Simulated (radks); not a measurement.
Question: Excited configurations of neutral titanium: one electron is placed in a higher orbital outside [Ar] 3d2 4s1. The ground configuration is [Ar] 3d2 4s2. Calculated with a radial shooting solver on a logarithmic mesh with Libxc functionals: non-relativistic Kohn-Sham, r2SCAN, spin-polarised, spherical densities, point nucleus; open shells are filled with parallel spins first; meta-GGA in the generalised Kohn-Sham scheme. Excitation = E - E(ground); binding = E(ion) - E, where the ion is the core of charge +1; n* = 1/sqrt(2 binding) in atomic units, and the quantum defect is n - n*.

outer orbital  excitation (eV)  binding (eV)     n*  quantum defect  eigenvalue (eV)  <r> (bohr)
4p                       1.695         4.687  1.704           2.296           -2.486       4.352
4d                       4.803         1.580  2.935           1.065           -0.700       9.981
7s                       5.656         0.726  4.328           2.672           -0.467       28.98
7d                       5.936         0.446  5.523           1.477           -0.287       47.11
7f                       6.061         0.321  6.509           0.491           -0.208       63.74

Estimate the row for 5p.

Answer: excitation (eV) 4.600; binding (eV) 1.782; n* 2.763; quantum defect 2.237; eigenvalue (eV) -1.070; <r> (bohr) 11.28. The Delta-SCF ionisation energy is 6.382 eV (NIST Atomic Spectra Database: 6.828 eV, measured). Self-interaction in the functional shifts the binding energies and quantum defects, so they are the method's values and not measured ones. Open shells are spherical and high-spin; term and fine-structure splittings are not resolved.
